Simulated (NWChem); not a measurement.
System: CH$_{4}$BaN$_{2}$S

Input file for NWChem:

```
start job
memory heap 200 mb stack 900 mb global 1100 mb
geometry units angstroms noautoz
  Ba     0.864824     0.108448    -0.330916
  S      0.096997     2.912515    -0.105550
  H     -1.217333     2.750799     0.166593
  C     -1.151470    -2.096041     0.052579
  N     -0.916427    -1.639724    -1.167026
  N     -0.431435    -1.691633     1.086356
  H     -1.974587    -2.825296     0.212911
  H     -1.565545    -2.012669    -1.851749
  H     -0.744158    -2.101283     1.960227
end
basis spherical
  * library def2-svp
end
ecp
  Ba library def2-ecp
end
dft
  xc b3lyp
  iterations 150
end
tddft
  nroots 8
  notriplet
end
task tddft energy
```

All runs use the structure optimised with PBE0/def2-SVP. Not confirmed as a minimum by frequencies. def2 effective core potentials on Ba; no spin-orbit coupling.

Vertical excitations in the gas phase.

Q: Predict the main results of this run. (B3LYP/def2-SVP with def2 effective core potentials on Ba, full TDDFT.) Quantities: lowest excitation, singlet (eV); oscillator strength of that lowest state; lowest state with f > 0.02, singlet (eV); orbital gap (eV).

A: 
```
Property                                  Value
----------------------------------------  -----
lowest excitation, singlet (eV)            2.98
oscillator strength of that lowest state  0.014
lowest state with f > 0.02, singlet (eV)   4.08
orbital gap (eV)                           3.71
```
